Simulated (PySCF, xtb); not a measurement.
I₂Pb, SMILES [Pb]([I])[I] (connectivity only; charge and spin as stated), charge -1, multiplicity 2.

Harmonic wavenumbers (cm⁻¹) from GFN2-xTB in xtb 6.7.1 at its own minimum, in rising order: 38, 141, 145.

### Question
What does r2SCAN-D4/def2-SVPD run with PySCF 2.14.0 give at its own minimum? (Estimate from the structure and the level; the computed values follow.)

### Answer
35, 120, 126. Paired by order, the mean absolute difference is 14 cm⁻¹ and the zero-point energies are 0.5 and 0.4 kcal/mol.
